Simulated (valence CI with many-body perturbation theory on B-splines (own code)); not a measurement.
## Os²⁷⁺: electric-dipole lines

Computed by configuration interaction combined with many-body perturbation theory (CI+MBPT): three valence electrons over a frozen Dirac-Fock core [Kr] 4d10, a basis of 8 s, 8 p, 9 d, 9 f, 6 g, 3 h, 2 i functions for each j, with the one-electron correlation potential Σ1, the two-electron term Σ2, the three-electron term Σ3, Breit, model QED; selected CI, second order for the rest (own B-spline code, finite nucleus).

No measured spectrum was set against this ion. As an estimate, large intervals hold to a few tenths of a per cent, small ones and those within an open d or f shell to about a per cent. Core correlation moves these levels by up to 50000 cm⁻¹, and in measured spectra 5 to 20 % of such shifts remained as error; rates that hang on mixing are uncertain with them.

Lines 101 to 150 of 181 in falling wavelength, among levels below 1266300 cm⁻¹, chosen from the strongest by gf and those to the six lowest levels. Wavelengths and rates use the calculated energies. Electric multipoles are in the length gauge, E1 and E2 with the static RPA response of the core. Weak lines are less certain than strong ones. Lines between different terms over intervals too small for the method are left out, as are lines whose strength nearly cancels. Where a level lies close to another of its J and parity, the split of strength between their lines is uncertain. The highest levels of a list are the least certain.

Levels are named by their leading jj configuration (3d3/2^4 stands for four electrons in 3d with j = 3/2), which in mixed levels can hold well under half, so a name can repeat and another be missing. Letters in brackets count levels of one name in rising energy.

| λ vac (Å) | Upper | Lower | A (s⁻¹) | log gf | Branch % |
| --- | --- | --- | --- | --- | --- |
| 90.83 | (4f5/2 4f7/2 5s) J=11/2 [b] | (4f5/2 4f7/2^2) J=11/2 [b] | 5.64e+05 | -5.08 | 26.6 |
| 90.73 | (4f7/2^2 5s) J=9/2 | (4f5/2 4f7/2^2) J=9/2 [b] | 3.04e+04 | -6.43 | 3.0 |
| 90.71 | (4f5/2^2 5s) J=5/2 | (4f5/2^3) J=3/2 | 2.12e+05 | -5.80 | 24.3 |
| 90.68 | (4f5/2 4f7/2 5s) J=11/2 [a] | (4f5/2 4f7/2^2) J=13/2 [a] | 9.32e+04 | -5.86 | 21.7 |
| 90.66 | (4f5/2 4f7/2 5s) J=3/2 [b] | (4f5/2^2 4f7/2) J=3/2 [b] | 7.22e+04 | -6.45 | 2.7 |
| 90.60 | (4f5/2 4f7/2 5s) J=5/2 [a] | (4f5/2^2 4f7/2) J=5/2 [a] | 2.60e+05 | -5.72 | 21.4 |
| 90.58 | (4f5/2 4f7/2 5s) J=5/2 [a] | (4f5/2^2 4f7/2) J=7/2 [a] | 2.40e+05 | -5.75 | 19.8 |
| 90.47 | (4f7/2^2 5s) J=5/2 | (4f5/2 4f7/2^2) J=7/2 [b] | 7.68e+04 | -6.25 | 2.9 |
| 90.46 | (4f5/2 4f7/2 5s) J=7/2 [a] | (4f5/2^3) J=5/2 | 4.56e+04 | -6.35 | 4.4 |
| 90.23 | (4f7/2^2 5s) J=7/2 | (4f5/2 4f7/2^2) J=9/2 [b] | 9.11e+04 | -6.05 | 6.8 |
| 90.17 | (4f7/2^2 5s) J=13/2 | (4f5/2 4f7/2^2) J=15/2 | 9.34e+04 | -5.80 | 26.4 |
| 90.13 | (4f5/2 4f7/2 5s) J=7/2 [a] | (4f5/2^2 4f7/2) J=9/2 | 2.31e+04 | -6.65 | 2.2 |
| 90.11 | (4f7/2^2 5s) J=7/2 | (4f5/2 4f7/2^2) J=7/2 [a] | 9.71e+04 | -6.02 | 7.2 |
| 90.00 | (4f5/2 4f7/2 5s) J=1/2 | (4f5/2^2 4f7/2) J=3/2 [b] | 2.02e+06 | -5.31 | 47.4 |
| 89.93 | (4f5/2 4f7/2 5s) J=9/2 [b] | (4f5/2^2 4f7/2) J=9/2 | 2.12e+05 | -5.59 | 23.4 |
| 89.91 | (4f5/2 4f7/2 5s) J=13/2 | (4f5/2^2 4f7/2) J=11/2 [b] | 2.84e+05 | -5.32 | 16.3 |
| 89.91 | (4f5/2 4f7/2 5s) J=5/2 [a] | (4f5/2^3) J=5/2 | 7.62e+02 | -8.26 | 0.1 |
| 89.83 | (4f5/2 4f7/2 5s) J=7/2 [b] | (4f5/2^3) J=5/2 | 2.22e+04 | -6.67 | 2.0 |
| 89.83 | (4f5/2 4f7/2 5s) J=11/2 [b] | (4f5/2^2 4f7/2) J=11/2 [b] | 3.09e+05 | -5.35 | 14.5 |
| 89.68 | (4f5/2^2 5s) J=7/2 | (4f5/2^3) J=9/2 | 1.02e+05 | -6.01 | 38.6 |
| 89.66 | (4f7/2^2 5s) J=9/2 | (4f5/2 4f7/2^2) J=9/2 [a] | 1.84e+05 | -5.65 | 18.1 |
| 89.25 | (4f5/2 4f7/2 5s) J=3/2 [b] | (4f5/2 4f7/2^2) J=3/2 [a] | 3.08e+05 | -5.83 | 11.7 |
| 89.17 | (4f7/2^2 5s) J=7/2 | (4f5/2 4f7/2^2) J=9/2 [a] | 8.36e+04 | -6.10 | 6.2 |
| 89.05 | (4f7/2^2 5s) J=5/2 | (4f5/2 4f7/2^2) J=5/2 [a] | 3.29e+05 | -5.63 | 12.2 |
| 89.04 | (4f5/2 4f7/2 5s) J=11/2 [a] | (4f5/2^2 4f7/2) J=11/2 [a] | 5.17e+04 | -6.13 | 12.0 |
| 88.83 | (4f7/2^2 5s) J=13/2 | (4f5/2 4f7/2^2) J=13/2 [a] | 2.92e+04 | -6.32 | 8.2 |
| 88.76 | (4f5/2 4f7/2 5s) J=9/2 [a] | (4f5/2^2 4f7/2) J=11/2 [a] | 8.32e+04 | -6.01 | 10.8 |
| 88.72 | (4f7/2^2 5s) J=5/2 | (4f5/2^2 4f7/2) J=3/2 [b] | 5.95e+05 | -5.38 | 22.1 |
| 88.61 | (4f5/2 4f7/2 5s) J=1/2 | (4f5/2 4f7/2^2) J=3/2 [a] | 2.20e+05 | -6.29 | 5.1 |
| 88.58 | (4f5/2 4f7/2 5s) J=5/2 [a] | (4f5/2^3) J=3/2 | 1.69e+04 | -6.92 | 1.4 |
| 88.47 | (4f7/2^2 5s) J=3/2 | (4f5/2 4f7/2^2) J=5/2 [a] | 1.25e+06 | -5.23 | 31.5 |
| 88.40 | (4f7/2^2 5s) J=11/2 | (4f5/2^2 4f7/2) J=9/2 | 1.65e+05 | -5.64 | 12.6 |
| 88.26 | (4f5/2 4f7/2 5s) J=5/2 [b] | (4f5/2^2 4f7/2) J=7/2 [a] | 6.28e+04 | -6.36 | 3.3 |
| 88.25 | (4f5/2^2 5s) J=1/2 | (4f5/2^2 4f7/2) J=3/2 [a] | 1.08e+06 | -5.60 | 52.8 |
| 88.23 | (4f5/2 4f7/2 5s) J=13/2 | (4f5/2 4f7/2^2) J=11/2 [a] | 2.71e+04 | -6.35 | 1.6 |
| 88.19 | (4f5/2 4f7/2 5s) J=5/2 [b] | (4f5/2^2 4f7/2) J=3/2 [a] | 1.20e+06 | -5.08 | 63.5 |
| 88.15 | (4f5/2 4f7/2 5s) J=11/2 [b] | (4f5/2 4f7/2^2) J=11/2 [a] | 1.67e+05 | -5.63 | 7.9 |
| 88.15 | (4f5/2 4f7/2 5s) J=13/2 | (4f5/2^2 4f7/2) J=13/2 | 2.81e+05 | -5.34 | 16.2 |
| 88.14 | (4f7/2^2 5s) J=3/2 | (4f5/2^2 4f7/2) J=3/2 [b] | 1.34e+05 | -6.20 | 3.4 |
| 88.13 | (4f7/2^2 5s) J=9/2 | (4f5/2^2 4f7/2) J=7/2 [a] | 8.77e+04 | -5.99 | 8.6 |
| 88.06 | (4f5/2 4f7/2 5s) J=11/2 [b] | (4f5/2^2 4f7/2) J=13/2 | 6.00e+05 | -5.08 | 28.3 |
| 88.05 | (4f7/2^2 5s) J=11/2 | (4f5/2 4f7/2^2) J=13/2 [a] | 3.21e+03 | -7.35 | 0.2 |
| 88.03 | (4f5/2 4f7/2 5s) J=11/2 [b] | (4f5/2 4f7/2^2) J=9/2 [a] | 5.28e+04 | -6.13 | 2.5 |
| 87.96 | (4f7/2^2 5s) J=5/2 | (4f5/2^2 4f7/2) J=5/2 [b] | 3.80e+05 | -5.58 | 14.1 |
| 87.63 | (4f5/2 4f7/2 5s) J=5/2 [b] | (4f5/2^3) J=5/2 | 1.04e+04 | -7.14 | 0.6 |
| 87.47 | (4f5/2 4f7/2 5s) J=3/2 [a] | (4f5/2^3) J=5/2 | 1.27e+05 | -6.24 | 8.1 |
| 87.40 | (4f7/2^2 5s) J=3/2 | (4f5/2^2 4f7/2) J=5/2 [b] | 8.47e+05 | -5.41 | 21.3 |
| 87.37 | (4f7/2^2 5s) J=5/2 | (4f5/2 4f7/2^2) J=3/2 [a] | 3.95e+05 | -5.57 | 14.7 |
| 87.26 | (4f7/2^2 5s) J=13/2 | (4f5/2^2 4f7/2) J=11/2 [a] | 2.90e+03 | -7.33 | 0.8 |
| 87.20 | (4f7/2^2 5s) J=9/2 | (4f5/2^2 4f7/2) J=9/2 | 2.83e+04 | -6.49 | 2.8 |

(1) How does gf follow from A for the line at 90.47 Å?

Results:

(1) gf = 1.4992 × (2J+1)_upper × A / σ², with σ = 1105361 cm⁻¹ and 2J+1 = 6: gf = 5.65e-07.
